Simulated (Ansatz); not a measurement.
```yaml
crystal:
  periodic: [false, false, false]
  atoms:
    - {symbol: F, position_ang: [0.319516, -0.689376, 3.174275]}
    - {symbol: Si, position_ang: [0.384812, -0.875214, 0.206142]}
    - {symbol: F, position_ang: [-0.257300, -3.671570, -0.572010]}
    - {symbol: F, position_ang: [3.190681, -0.297522, -0.595014]}
    - {symbol: Se, position_ang: [-2.422191, 1.650193, -1.671243]}
    - {symbol: H, position_ang: [-1.215518, 3.883470, -0.542131]}
basis:
  gaussian: {orbitals: cc-pVTZ-DK}
hamiltonian: {xc: {name: B2PLYP}}
scf: {lower_state_search: light}
output: {forces: true}
```

```sh
$ ansatz run in.yaml --threads 4 --pin off --events-out ev --progress --plain --max-ram 10444MiB
```

Shortened log:

```
Functional definition: B2PLYP
1116 factors; integrals over basis functions are off by at most 1.3e-3 eV
mean field evaluation 1: about -82129.7571 eV, gradient 8.3e1 eV
mean field evaluation 2: about -82129.7675 eV, gradient 8.3e1 eV
mean field evaluation 4: about -82125.6090 eV, gradient 7.0e1 eV
mean field evaluation 8: about -82144.8771 eV, gradient 8.2e0 eV
mean field evaluation 16: about -82145.7366 eV, gradient 6.2e-1 eV
mean field evaluation 32: about -82145.0515 eV, gradient 1.2e1 eV
mean field evaluation 64: about -82144.7964 eV, gradient 1.0e1 eV
mean field evaluation 128: about -82145.0121 eV, gradient 8.2e0 eV
mean field -82145.75040695 eV, -3018.8006470659 hartree, gradient 2.4e-6 eV, S^2 0.000000; 8 other end points of the search recorded, 0 dependent functions left out; unrestricted orbitals would lower it
17 core orbitals not correlated: weight in the atoms' cores, before any rotation towards them, 1.000 or more for the frozen orbitals, at most 0.000 for the correlated occupied ones
reference -82145.75058470 eV, -3018.8006535980 hartree; 21, 21 occupied and 143, 143 virtual orbitals, 1116 factors
second order -47.08688875 eV of doubles, -0.00000000 eV of singles
Total energy: -82158.46404466 eV, -3019.2678646342 hartree
Relativity: scalar
Atom 0 at     0.319516    -0.689376     3.174275 Å, force     0.025274    -0.094215    -1.604657 eV/Å
Atom 1 at     0.384812    -0.875214     0.206142 Å, force     1.041743    -1.051779     0.684430 eV/Å
Atom 2 at    -0.257300    -3.671570    -0.572010 Å, force     0.349830     1.564857     0.428188 eV/Å
Atom 3 at     3.190681    -0.297522    -0.595014 Å, force    -1.520699    -0.305334     0.424487 eV/Å
Atom 4 at    -2.422191     1.650193    -1.671243 Å, force     0.909607     1.421718     0.825765 eV/Å
Atom 5 at    -1.215518     3.883470    -0.542131 Å, force    -0.805755    -1.535247    -0.758212 eV/Å
Dipole moment:    -0.260862     0.166237    -0.180557 e Å
```

Something in this input is off. What?

The coordinates are in bohr but typed as ångström. The calculation finished and met its thresholds. The result belongs to that input, not to the molecule as meant.
